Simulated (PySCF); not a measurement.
Computed with PySCF 2.14.0, delta-SCF UKS SCAN, pcX-2 on the ionised atom, pcseg-1 elsewhere, spin-free X2C. Geometries: PBE0-D3(BJ)/def2-SVP; isolated species, one conformer each. Kα1 is taken as the energy difference of the 1s-hole and 2p3/2-hole states at the ground state's geometry. 2p3/2 and 2p1/2 are the ΔSCF energy of one spin-free 2p hole plus the eigenvalues of a spin–orbit and ligand-field matrix of the shell.

```tsv
site	Si 2p3/2 (eV)
silicon in `C=CO[SiH2]OC(C)C`	107.79
silicon in `C[SiH2]OCC(F)(F)F`	107.49
silicon in `CO[SiH](OC)C1CC1`	107.04
```

Problem. What are the Si 1s binding energies, and the Kα1 emission energies that follow?

Solution. 
| site | bonded to | 1s (eV) | 2p3/2 (eV) | Kα1 = 1s − 2p3/2 (eV) |
| --- | --- | --- | --- | --- |
| silicon in `CO[SiH](OC)C1CC1` | 2 O, C and H | 1847.13 | 107.04 | 1740.09 |
| silicon in `C[SiH2]OCC(F)(F)F` | O, C and 2 H | 1847.39 | 107.49 | 1739.90 |
| silicon in `C=CO[SiH2]OC(C)C` | 2 O and 2 H | 1847.86 | 107.79 | 1740.07 |

Ranges: 1s 0.73 eV, 2p3/2 0.75 eV, Kα1 0.19 eV.
